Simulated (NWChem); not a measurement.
System: ZrH₄; SMILES [ZrH4]

Input file for NWChem:

```
start job
memory heap 200 mb stack 900 mb global 1100 mb
geometry units angstroms noautosym nocenter noautoz
  Zr    -0.000008     0.000021     0.000003
  H      1.505643    -1.048624     0.184412
  H     -1.481346    -1.080293    -0.197715
  H      0.178801     1.075994    -1.486896
  H     -0.203094     1.053010     1.500200
end
basis spherical
  * library def2-svp
end
ecp
  Zr library def2-ecp
end
dft
  xc hfexch
  iterations 150
end
property
  response 1 0.0
end
task dft property
```

NWChem printed, in part:

```
             Northwest Computational Chemistry Package (NWChem) 7.3.0
             --------------------------------------------------------

                             Geometry "geometry" -> ""
                             -------------------------

 Output coordinates in angstroms (scale by  1.889725989 to convert to a.u.)

  No.       Tag          Charge          X              Y              Z
 ---- ---------------- ---------- -------------- -------------- --------------
    1 Zr                  40.0000    -0.00000800     0.00002100     0.00000300
    2 H                    1.0000     1.50564300    -1.04862400     0.18441200
    3 H                    1.0000    -1.48134600    -1.08029300    -0.19771500
    4 H                    1.0000     0.17880100     1.07599400    -1.48689600
    5 H                    1.0000    -0.20309400     1.05301000     1.50020000

 Effective nuclear repulsion energy (a.u.)      46.9682448170

                                 NWChem DFT Module
                                 -----------------

 Summary of "ao basis" -> "ao basis" (spherical)
 ------------------------------------------------------------------------------
       Tag                 Description            Shells   Functions and Types
 ---------------- ------------------------------  ------  ---------------------
 Zr                         def2-svp                11       31   5s3p2d1f
 H                          def2-svp                 3        5   2s1p

            General Information
            -------------------
          SCF calculation type: DFT
          Wavefunction type:  closed shell.
          No. of atoms     :     5
          No. of electrons :    16
           Alpha electrons :     8
            Beta electrons :     8
          Charge           :     0
          Spin multiplicity:     1
          Use of symmetry is: off; symmetry adaption is: off
          Maximum number of iterations: 150
          AO basis - number of functions:    51
                     number of shells:    23
          Convergence on energy requested:  1.00D-06
          Convergence on density requested:  1.00D-05
          Convergence on gradient requested:  5.00D-04

              XC Information
              --------------
                     Hartree-Fock (Exact) Exchange  1.000

      Superposition of Atomic Density Guess
      -------------------------------------

 Sum of atomic energies:         -55.49660071

      Non-variational initial energy
      ------------------------------

 Total energy =     -48.067104
 1-e energy   =    -108.820480
 2-e energy   =      45.924848
 HOMO         =      -0.320323
 LUMO         =      -0.012677

   convergence    iter        energy       DeltaE   RMS-Dens  Diis-err
 ---------------- ----- ----------------- --------- --------- ---------
 d= 0,ls=0.0,diis     1    -48.6890162493 -6.35D+01  1.86D-02  3.27D-01
 d= 0,ls=0.0,diis     2    -48.7555555014 -6.65D-02  5.73D-03  4.58D-02
 d= 0,ls=0.0,diis     3    -48.7623544535 -6.80D-03  1.46D-03  1.07D-03
 d= 0,ls=0.0,diis     4    -48.7627119999 -3.58D-04  2.74D-04  2.38D-05
 d= 0,ls=0.0,diis     5    -48.7627218125 -9.81D-06  5.81D-05  1.02D-06
 d= 0,ls=0.0,diis     6    -48.7627223221 -5.10D-07  6.62D-06  2.12D-08

         Total DFT energy =      -48.762722322145
      One electron energy =     -109.026106406322
           Coulomb energy =       52.112384080302
    Exchange-Corr. energy =       -6.677528799179
 Nuclear repulsion energy =       14.828528803055

 Numeric. integr. density =        0.000000000000

                       DFT Final Molecular Orbital Analysis
                       ------------------------------------

 Vector    6  Occ=2.000000D+00  E=-4.339300D-01
              MO Center= -2.8D-01, -1.9D-02, -2.4D-01, r^2= 3.4D+00
   Bfn.  Coefficient  Atom+Function         Bfn.  Coefficient  Atom+Function
  ----- ------------  ---------------      ----- ------------  ---------------
    17      0.314049  1 Zr d  0              37     -0.266939  3 H  s
     7     -0.258488  1 Zr py                42      0.246985  4 H  s
    38     -0.226815  3 H  s                 43      0.209859  4 H  s
    19     -0.180489  1 Zr d  2              47      0.171738  5 H  s
    32     -0.151773  2 H  s                 48      0.145923  5 H  s

 Vector    7  Occ=2.000000D+00  E=-4.339191D-01
              MO Center= -2.1D-02,  4.4D-01,  2.4D-02, r^2= 3.3D+00
   Bfn.  Coefficient  Atom+Function         Bfn.  Coefficient  Atom+Function
  ----- ------------  ---------------      ----- ------------  ---------------
    16      0.309331  1 Zr d -1              47      0.268442  5 H  s
    42     -0.261685  4 H  s                  8     -0.245351  1 Zr pz
    15     -0.229618  1 Zr d -2              48      0.228099  5 H  s
    43     -0.222359  4 H  s                 37     -0.152058  3 H  s
    32      0.145347  2 H  s                 38     -0.129208  3 H  s

[...]

 DFT Linear Response polarizability / au
 Frequency  =       0.0000000 / au
              X              Y              Z
 -----------------------------------------------
 X      43.5838454     -0.0001206      0.0000110
 Y      -0.0001206     43.5785065      0.0001003
 Z       0.0000110      0.0001003     43.5838369
 -----------------------------------------------
 Eigenvalues =      43.5838533     43.5785019     43.5838336
 Isotropic   =      43.5820629
 Anisotropic =       0.0053416
 -----------------------------------------------

 Magnetic Dipole Response Matrix (nonzero elements):

 Exiting AOResponse driver routine
```

Level: Hartree-Fock/def2-SVP with def2 effective core potentials on Zr. All runs use the structure optimised with PBE0/def2-SVP. def2 effective core potentials on Zr; no spin-orbit coupling.
